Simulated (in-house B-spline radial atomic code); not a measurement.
Values are calculated unless marked as measured or tabulated.
Softness against transferability: the 4s channel of Mo

Mo, [Kr] 4d5 5s1, non-relativistic LDA (VWN5), spherical and spin-unpolarised, from an all-electron radial atomic-structure program (B-spline basis) (atomic units). The all-electron 4s level is ε = -2.234823 hartree, its outermost node lies just inside 0.54 bohr and its outer maximum at 1.01 bohr.

Troullier-Martins pseudo-orbitals are made for several radii. The cutoffs (hartree) are the plane-wave energies beyond which the orbital holds less than the named kinetic energy per electron. The phase error is the difference, pseudo minus all-electron, of arctan(R P'/P) at R = 1.72 bohr for all radii, half a hartree below and above the level.

```csv
r_c (bohr),V_l(0) (hartree),cutoff for 10 mEh,for 1 mEh,for 0.1 mEh,phase error at ε − 0.5 (mrad),at ε + 0.5 (mrad)
0.76,-38.99,161,291,> 450,-15.6,-4.8
0.88,-9.46,65.9,140,241,-5.2,-1.1
1.01,4.33,35.3,65.9,95.8,-3.1,-0.6
1.14,5.71,34.3,49.6,88.2,-2.9,-0.6
1.28,2.87,30.4,44.6,77.4,-4.8,-1.0
1.42,0.44,18.2,37.7,64.5,-9.9,-2.0
```

(1) Which radius needs the lowest cutoff for 1 mEh while both phase errors stay within 5.3 mrad?

(2) What does the larger radius buy, and what does it cost?

Results:

(1) The radii within that limit are 0.88, 1.01, 1.14, 1.28 bohr; of these r_c = 1.28 needs the least, 44.6 hartree, that is 89.2 Ry or 1214 eV.

(2) From r_c = 0.76 to 1.42 bohr the cutoff for 1 mEh goes from 291 to 37.7 hartree, a factor of 7.72, against 3.49 for a pure 1/r_c² scaling, end to end; step by step it is 291, 140, 65.9, 49.6, 44.6, 37.7, and for 0.1 mEh > 450, 241, 95.8, 88.2, 77.4, 64.5; the number of plane waves goes as the cutoff to the power 3/2, here a factor of 21.4. The larger of the two phase errors is least at r_c = 1.14 bohr, 2.9 mrad; it is 15.6 at the smallest radius and 9.9 at the largest. These errors test the reference atom alone. The smallest radius lies well inside the outer maximum, where the nodeless form must bend sharply to keep the norm, so it is both harder and scatters less well than the next. Large radii also let the cores of neighbours overlap, which an atom doesn't show.
